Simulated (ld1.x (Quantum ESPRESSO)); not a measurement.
Rh: from the effect back to the setting (PAW)

Base potential:

* Element: Rh (Z = 45)
* Generator: ld1.x (Quantum ESPRESSO) 7.5
* Type: PAW
* Functional: Wu–Cohen
* Relativity: scalar-relativistic
* Frozen core: [Kr]
* Valence charge: 9
* Reference configuration: 4d8 5s1 5p0
* Partial waves: 5s (bound): rcut 2.00, rcutus 2.45 bohr; 5s channel at 0.7 Ry: rcut 2.00, rcutus 2.45 bohr; 5p (bound, empty): rcut 2.75, rcutus 3.15 bohr; 5p channel at 1.95 Ry: rcut 2.75, rcutus 3.15 bohr; 4d (bound): rcut 1.85, rcutus 2.40 bohr; 4d channel at 0.2 Ry: rcut 1.85, rcutus 2.40 bohr
* Local potential: all-electron potential smoothed inside 2.70 bohr (lloc = -1)
* Core correction: Bessel-smoothed model core inside 2.05 bohr
* Augmentation charge: BESSEL, radius 2.10 bohr

Cutoffs, loose and tight: the cutoffs (Ry, on a coarse ladder) from which the occupation-weighted sum of valence levels, in a spherical-Bessel basis at the reference potential, stays within 10 and 1 mRy of its value at 400 Ry. They do not see the model core or the augmentation charge, which bear on the density cutoff. Test errors are all-electron minus pseudo excitation energies from the reference, over the configurations 4d8 5s0 5p0; 4d7 5s0 5p0; 4d6 5s0 5p0; 4d7 5s2 5p0; 4d8.5 5s0.5 5p0; 4d7 5s1 5p0; 4d7 5s1 5p1; variants that change the core or the reference have their own tests.

Only the scale of all radii but the core radius (base = 1) is moved (3 further runs of the sweep failed or gave no value and are left out):

| scale of all radii but the core radius (base = 1) | cutoff, loose | cutoff, tight | bound ghosts | largest test error (meV) |
| --- | --- | --- | --- | --- |
| 0.97 | 18 Ry | 35 Ry | none | -385 |
| 1.09 | 15 Ry | 25 Ry | none | -46 over the solved tests; 2 of 7 tests not solved or not reliable |
| 1.24 | 10 Ry | 18 Ry | none | -47 over the solved tests; test run stopped at test 5 of 7 (negative rho), 2 before it not solved |
| 1.3 | 10 Ry | 15 Ry | none | -50 over the solved tests; test run stopped at test 5 of 7 (negative rho), 2 before it not solved |
| 1.36 | 8 Ry | 12 Ry | none | 6 of 7 tests not solved or not reliable |

Q: One more run gave cutoff, loose: 12 Ry; cutoff, tight: 21 Ry; bound ghosts: none; largest test error (meV): -47 over the solved tests; test run stopped at test 6 of 7 (negative rho), 2 before it not solved. Which value of the scale of all radii but the core radius (base = 1) was used?

A: 1.14. The tight cutoff moves one way along this sweep, from 35 Ry at 0.97 to 12 Ry at 1.36, which places the run between 1.09 and 1.24.
